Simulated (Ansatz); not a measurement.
Two isomers of C3H7FSi: A = `FC[SiH]1CC1`, B = `C=C([SiH3])CF`.

Calculated with Ansatz (gas phase, PBE0-D4/def2-TZVP geometries, no zero-point term in ΔE). CBS: MP2 limit from def2 TZ/QZ plus the TZ coupled-cluster correction, frozen cores. DFT in def2-TZVPP. B3LYP here is the variant with VWN-RPA as its local correlation; programs differ in this. Each species was taken in one conformer, which may not be the lowest.

A:

```xyz
12

F    -1.688   -1.135   -1.940
C    -0.439   -0.573   -1.693
Si   -0.465    0.528   -0.163
C     1.073    0.599    0.858
C    -0.086   -0.212    1.481
H    -0.140   -0.015   -2.586
H     0.282   -1.385   -1.548
H    -1.342    1.714   -0.252
H     1.947    0.031    0.553
H     1.334    1.525    1.359
H     0.065   -1.285    1.558
H    -0.541    0.209    2.372
```

B:

```xyz
12

C    -0.7180    0.8516    1.1327
C    -0.1463    0.0538    0.2337
Si    0.7573    0.7835   -1.2316
C    -0.2020   -1.4333    0.3552
F    -0.8942   -1.8479    1.4733
H    -1.2478    0.4501    1.9907
H    -0.6745    1.9312    1.0398
H     2.1810    0.3484   -1.2400
H     0.6844    2.2629   -1.1423
H     0.1442    0.3245   -2.5080
H     0.8098   -1.8522    0.4176
H    -0.6941   -1.8727   -0.5212
```

Which isomer does CCSD(T)/CBS put lower? Give the gap. (Estimate.)

Ansatz gave: B, by 34.4 kJ/mol.

Give E(B) − E(A) in kJ/mol with CCSD(T)/def2-TZVPP, PBE-D4, r2SCAN-D4, B3LYP-D4, CCSD/def2-TZVPP, MP2/def2-TZVPP, HF/def2-TZVPP. (Best estimate.)

Computed: CCSD(T)/def2-TZVPP -37.5, PBE-D4 -16.8, r2SCAN-D4 -21.5, B3LYP-D4 -39.2, CCSD/def2-TZVPP -38.7, MP2/def2-TZVPP -28.2, HF/def2-TZVPP -65.9. None reverses the order clearly.

Largest T1 diagnostic: 0.012.

In def2-TZVPP, CCSD(T) changes the Hartree–Fock value by +28.3 kJ/mol (the triples alone add +1.2 kJ/mol) and MP2 by +37.7 kJ/mol.
